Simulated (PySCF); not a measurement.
C₃H₄Cl₂Ge, SMILES ClC1=[CH][Ge@H]([Cl])[CH2]1.

Coordinates come from a PBE-D3(BJ)/def2-SVP optimisation. The structure was generated by enumeration; whether it is a known compound was not checked.

The numbers are results of PySCF with TDDFT-B3LYP/def2-SVPD, not measurements.

Vertical excitations. Gas-phase values at a fixed geometry.

| state | energy (eV) | λ (nm) | f | main pairs |
|---|---|---|---|---|
| S1 | 5.63 | 220 | 0.037 | HOMO−1→LUMO 45 %, HOMO→LUMO 44 %, HOMO→LUMO+1 9 % |
| S2 | 5.77 | 215 | 0.036 | HOMO−1→LUMO 50 %, HOMO→LUMO 26 %, HOMO→LUMO+1 20 % |
| S3 | 6.13 | 202 | 0.051 | HOMO→LUMO+1 50 %, HOMO−1→LUMO+1 18 %, HOMO→LUMO 17 %, HOMO−2→LUMO 8 % |
| S4 | 6.22 | 199 | 0.029 | HOMO−2→LUMO 87 % |
| S5 | 6.37 | 195 | 0.037 | HOMO−1→LUMO+1 70 % |
| S6 | 6.59 | 188 | 0.006 | HOMO→LUMO+2 93 % |
| S7 | 6.73 | 184 | 0.002 | HOMO−3→LUMO 80 % |
| S8 | 6.82 | 182 | 0.042 | HOMO−2→LUMO+1 80 % |
| S9 | 6.92 | 179 | 0.002 | HOMO→LUMO+3 51 %, HOMO→LUMO+5 28 %, HOMO→LUMO+4 12 % |
| S10 | 7.04 | 176 | 0.000 | HOMO→LUMO+5 67 %, HOMO→LUMO+3 30 % |
| T1 | 4.03 | 307 | 0 | HOMO→LUMO 79 %, HOMO→LUMO+1 14 % |
| T2 | 5.44 | 228 | 0 | HOMO−1→LUMO 92 % |
| T3 | 5.55 | 223 | 0 | HOMO→LUMO+1 80 %, HOMO→LUMO 14 % |
| T4 | 5.83 | 213 | 0 | HOMO−2→LUMO 64 %, HOMO−1→LUMO+1 20 % |
Triplets are in the Tamm–Dancoff approximation, which puts them higher than full response would, so one can lie above its singlet here.
